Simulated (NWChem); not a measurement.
# Basis-set convergence for H₂ClGa

SMILES: [Cl][GaH2]
```xyz
4

Ga     0.0000     0.0000     0.7120
H     -1.4237     0.0000     1.3741
H      1.4237     0.0000     1.3741
Cl     0.0000     0.0000    -1.4601
```
Charge 0, spin multiplicity 1.

The numbers come from NWChem runs, not from measurements. All single points use one geometry, from PBE/def2-SVP, a minimum by its harmonic frequencies.

Quantity: LUMO energy at the level PBE0.

The Hamiltonian is non-relativistic. The structure started from a generated list of species.

```tsv
basis	functions	LUMO energy (eV)
STO-3G	29	-0.56
3-21G	39	-1.93
aug-cc-pVDZ	81	-1.93
def2-SVPD	81	-1.92
def2-TZVP	97	-1.86
def2-TZVPD	118	-1.89
def2-TZVPP	118	-1.87
aug-cc-pVTZ	155	-1.92
cc-pVQZ	187	-1.89
def2-QZVP	205	-1.90
```

Smallest basis within 0.2 eV of def2-QZVP, the largest set run: 3-21G, with 39 functions against 205 (also within reach: aug-cc-pVDZ, def2-SVPD, def2-TZVP, def2-TZVPD, def2-TZVPP, aug-cc-pVTZ, cc-pVQZ). def2-QZVP isn't the basis-set limit itself, and a small set can land close by cancellation.
